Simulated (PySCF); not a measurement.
Spinor energies of Co (cobalt, neutral)

Start: [Ar] 3d7 4s2; 3d3/2 filled at m_j = -3/2, -1/2, +1/2, +3/2; 3d5/2 filled at m_j = +1/2, +3/2, +5/2. Calculated with PySCF 2.14 in x2c-SVPall-2c (5s5p3d1f, 42 functions): generalised Hartree-Fock with the X2C-1e Hamiltonian and a Gaussian nucleus; one run each with spin-orbit coupling (SO) switched off, then screened by Boettger's factors.

| spinor shell | electrons | ε, spin-free (eV) | ε, screened SO (eV) | weight of nominal j (screened SO) | rms radius, screened SO (bohr) |
| --- | --- | --- | --- | --- | --- |
| 1s1/2 | 2 | -7774.2 | -7774.2 | 1.000 | 0.0649 |
| 2s1/2 | 2 | -964.82 | -964.79 | 1.000 | 0.276 |
| 2p1/2 | 2 | -822.81 | -833.41 | 0.996 | 0.247 |
| 2p3/2 | 4 | -822.81 | -817.56 | 0.998 | 0.250 |
| 3s1/2 | 2 | -125.82 | -125.80 | 1.000 | 0.832 |
| 3p3/2 | 4 | -82.444 | -81.283 | 0.818 | 0.893 |
| 3p1/2 | 2 | -82.444 | -84.750 | 0.636 | 0.890 |
| 3d5/2 | 3 | -18.111 | -19.296 | 0.786 | 1.15 |
| 3d3/2 | 4 | -18.111 | -17.225 | 0.703 | 1.19 |
| 4s1/2 | 2 | -7.402 | -7.401 | 1.000 | 3.37 |

```json
{"quantity": "E (hartree)", "spin-free": "-1391.65371", "screened SO": "-1391.67560"}
{"quantity": "M_J", "spin-free": "9/2", "screened SO": "9/2"}
{"quantity": "⟨J²⟩", "spin-free": "24.764", "screened SO": "24.764"}
{"quantity": "⟨L²⟩", "spin-free": "12.003", "screened SO": "12.019"}
{"quantity": "⟨S²⟩", "spin-free": "3.761", "screened SO": "3.755"}
```

Each row is a mean over spinors that exchange with the open shell spreads, by up to 13.852 eV (3p3/2).

Rows whose weight is well below 1 are mixtures of j = l ± 1/2: exchange outweighs spin-orbit coupling there, and the label is only the starting occupation.

Without spin-orbit coupling the j labels of p, d and f shells carry no meaning; the spin-free column gives the mean over the occupied spinors of each nl shell.
